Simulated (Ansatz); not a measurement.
Consider the cleavage of the B–B bond: `FBB(F)F` + H₂Se → `FB(F)[SeH]` + `BF`.

Isolated molecules relaxed with PBE0-D4/def2-TZVP in Ansatz; ΔE leaves out vibrations. CCSD(T)/CBS is the MP2 limit (def2-TZVPP, def2-QZVPP) plus CCSD(T) − MP2 in def2-TZVPP, frozen cores. This one scheme is used for every species. For Se outer-core shells are correlated without core-valence functions, which leaves a few kJ/mol of doubt a bond. Scalar relativity is left out up to krypton. Each species was taken in one conformer, which may not be the lowest.

```csv
species,CCSD(T)/CBS(def2) energy (Eh)
`FBB(F)F`,-349.71808
H₂Se,-2401.89790
`FB(F)[SeH]`,-2625.82827
`BF`,-125.82039
```

**Question.** Work out ΔE.

**Answer.** ΔE = (-2625.82827) + (-125.82039) − (-349.71808) − (-2401.89790) = -0.03268 Eh = -0.89 eV.

Largest T1 diagnostic among the species: 0.014.

From BLYP to BHLYP (50 % exact exchange), in def2-TZVPP and without D4, ΔE moves by −0.05 eV. In def2-TZVPP, CCSD(T) changes the Hartree–Fock value by −0.03 eV (the triples alone add −0.02 eV) and MP2 by −0.13 eV. Leaving LDA and LC-ωPBE aside and taking each functional with its dispersion term where it has one, the values, not all of them listed here, spread over 0.10 eV, from r2SCAN0-D4 to CAM-B3LYP-D4.
